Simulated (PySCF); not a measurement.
**Two-component Hartree-Fock for Ir(3+) (iridium, charge +3)**

Start: [Xe] 4f14 5d6; 5d3/2 filled at m_j = +3/2; 5d5/2 filled at m_j = -3/2, -1/2, +1/2, +3/2, +5/2. Calculated with PySCF 2.14 in x2c-TZVPall-2c: generalised Hartree-Fock with the X2C-1e Hamiltonian and a Gaussian nucleus; spin-orbit coupling (SO) screened by Boettger's factors. This is a chosen level, not necessarily the ground level.

| spinor shell | electrons | ε, screened SO (eV) | weight of nominal j (screened SO) | rms radius, screened SO (bohr) |
| --- | --- | --- | --- | --- |
| 1s1/2 | 2 | -76539.6 | 1.000 | 0.0197 |
| 2s1/2 | 2 | -13560.0 | 1.000 | 0.0795 |
| 2p1/2 | 2 | -12968.4 | 1.000 | 0.0675 |
| 2p3/2 | 4 | -11335.1 | 1.000 | 0.0752 |
| 3s1/2 | 2 | -3261.1 | 1.000 | 0.203 |
| 3p1/2 | 2 | -2996.7 | 1.000 | 0.195 |
| 3p3/2 | 4 | -2633.5 | 1.000 | 0.210 |
| 3d3/2 | 4 | -2197.1 | 1.000 | 0.185 |
| 3d5/2 | 6 | -2119.0 | 1.000 | 0.189 |
| 4s1/2 | 2 | -755.28 | 1.000 | 0.450 |
| 4p1/2 | 2 | -642.65 | 1.000 | 0.456 |
| 4d3/2 | 4 | -370.56 | 0.999 | 0.507 |
| 4d5/2 | 6 | -353.58 | 0.999 | 0.519 |
| 5s1/2 | 2 | -146.46 | 1.000 | 1.05 |
| 4f5/2 | 6 | -115.68 | 0.987 | 0.586 |
| 4f7/2 | 8 | -112.35 | 0.990 | 0.586 |
| 5p1/2 | 2 | -110.10 | 0.956 | 1.15 |
| 5p3/2 | 4 | -93.020 | 0.980 | 1.23 |
| 5d5/2 | 5 | -44.711 | 0.462 | 1.64 |
| 5d3/2 | 1 | -41.103 | 0.625 | 1.67 |

**Question.** Where does 4p3/2 lie, and what is the 4p spin-orbit splitting (screened SO)?

**Answer.** At -555.53 eV, 87.119 eV above 4p1/2.

```tsv
quantity	screened SO
E (hartree)	-17837.14687
M_J	4
⟨J²⟩	20.036
⟨L²⟩	6.873
⟨S²⟩	5.699
```

Each row is a mean over spinors that exchange with the open shell spreads, by up to 8.610 eV (5p3/2).

Rows whose weight is well below 1 are mixtures of j = l ± 1/2: exchange outweighs spin-orbit coupling there, and the label is only the starting occupation.

Breit and QED terms are absent; they matter most for the inner s and p1/2 levels.

Densities and radii are taken from the X2C orbitals without a picture-change correction, which distorts them close to the nucleus.
